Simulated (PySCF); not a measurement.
**MGe anions for M along the fourth-period p block**

HF with triple-zeta basis sets in PySCF, for the lowest determinant that a PBE0 search found; no spin–orbit coupling. De refers to high-spin ground-configuration atoms (the charge goes to the atom of lower measured ionisation energy or higher electron affinity, which is not always the lowest computed limit). A positive dipole points towards Ge; it is taken about the centre of mass and depends on that origin.

```json
{"M": "Ge", "basis": "def2-TZVPPD", "reference": "UHF", "charged atom": "Ge−", "state (unpaired electrons)": "doublet (π ↑)", "Re (Å)": "2.258", "ωe (cm⁻¹)": "363", "De (eV)": "n/a", "μ (D)": "n/a"}
{"M": "As", "basis": "def2-TZVPPD", "reference": "RHF", "charged atom": "Ge−", "state (unpaired electrons)": "singlet (closed shell)", "Re (Å)": "2.137", "ωe (cm⁻¹)": "440", "De (eV)": "n/a", "μ (D)": "1.06"}
{"M": "Se", "basis": "def2-TZVPPD", "reference": "UHF", "charged atom": "Se−", "state (unpaired electrons)": "doublet (π ↑)", "Re (Å)": "2.257", "ωe (cm⁻¹)": "344", "De (eV)": "n/a", "μ (D)": "1.14"}
{"M": "Br", "basis": "def2-TZVPPD", "reference": "UHF", "charged atom": "Br−", "state (unpaired electrons)": "triplet (π ↑↑)", "Re (Å)": "2.613", "ωe (cm⁻¹)": "169", "De (eV)": "n/a", "μ (D)": "-0.09"}
```

The shortest bond is that of GeAs⁻ (2.137 Å), the longest that of GeBr⁻ (2.613 Å).

The state changes along the series, so neighbouring rows are not always alike in their bonding.

Spin–orbit coupling is left out. Hartree–Fock leaves out correlation, which carries a large part of most bond energies and some tenths to 1 eV of ionisation energies. States were picked by a PBE0 search and need not be the measured ground states.
